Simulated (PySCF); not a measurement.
# Vertical excitation energies

H₁₁NSi₄.
InChI=1S/H11NSi4/c2-1-5(3)4/h1,5H,2-4H3

Computed, not measured: PySCF 2.14.0, density-fitted response routines, TDDFT wB97X-D/def2-SVPD, vertical, gas phase, core orbitals frozen in the response. Geometry: GFN2-xTB, one conformer, isolated molecule. Torsions of this conformer, `[SiH3:1][NH:2][SiH:3]([SiH3:4])[SiH3:5]`: Si1–N2–Si3–Si4 -66°.

Q: List the vertical singlet excitations with oscillator strengths and describe the spectrum.

A: 

```json
{"state": "S1", "E (eV)": "5.26", "λ (nm)": "235.6", "f": "0.0021", "|μ| (D)": "0.33", "main configurations (H = HOMO, L = LUMO)": "H→L (93%)"}
{"state": "S2", "E (eV)": "5.79", "λ (nm)": "214.0", "f": "0.083", "|μ| (D)": "1.94", "main configurations (H = HOMO, L = LUMO)": "H→L+1 (88%)"}
{"state": "S3", "E (eV)": "6.73", "λ (nm)": "184.2", "f": "0.014", "|μ| (D)": "0.73", "main configurations (H = HOMO, L = LUMO)": "H→L+2 (79%)"}
{"state": "S4", "E (eV)": "6.80", "λ (nm)": "182.4", "f": "0.0089", "|μ| (D)": "0.59", "main configurations (H = HOMO, L = LUMO)": "H→L+3 (49%), H-1→L (15%), H→L+8 (10%)"}
{"state": "S5", "E (eV)": "7.08", "λ (nm)": "175.0", "f": "0.137", "|μ| (D)": "2.25", "main configurations (H = HOMO, L = LUMO)": "H→L+4 (61%), H-1→L (12%), H→L+3 (9%)"}
{"state": "S6", "E (eV)": "7.10", "λ (nm)": "174.6", "f": "0.017", "|μ| (D)": "0.80", "main configurations (H = HOMO, L = LUMO)": "H-1→L (54%), H-2→L (20%), H→L+4 (9%)"}
{"state": "S7", "E (eV)": "7.19", "λ (nm)": "172.4", "f": "0.0007", "|μ| (D)": "0.16", "main configurations (H = HOMO, L = LUMO)": "H→L+6 (57%), H→L+7 (10%), H-1→L+1 (10%)"}
{"state": "S8", "E (eV)": "7.36", "λ (nm)": "168.5", "f": "0.011", "|μ| (D)": "0.64", "main configurations (H = HOMO, L = LUMO)": "H-2→L (31%), H→L+3 (23%), H→L+4 (14%)"}
```

Triplets (Tamm–Dancoff): T1 4.88 eV, H→L (91%); T2 5.26 eV, H→L+1 (86%); T3 6.22 eV, H→L+2 (46%), H-1→L (16%), H→L+7 (8%).

The lowest singlet lies at 5.26 eV (236 nm, ultraviolet) and is very weak; its leading configuration is HOMO→LUMO (93%). The strongest level in the table is S5 at 7.08 eV (175 nm, f = 0.137). Löwdin shares by element: HOMO nitrogen 40%, silicon 36% or more (atoms not listed hold the other 24%); LUMO silicon 61% (atoms not listed hold the other 39%). Weighted by f, the mean energy of these states is 6.67 eV. The listed states span 2.09 eV, and the widest gap between neighbours is 0.94 eV (S2 to S3). The oscillator strengths of these states sum to 0.274; summed over the whole spectrum of an exact calculation they would give the number of electrons, 74 (Thomas–Reiche–Kuhn). The window holds the lowest 8 singlets.
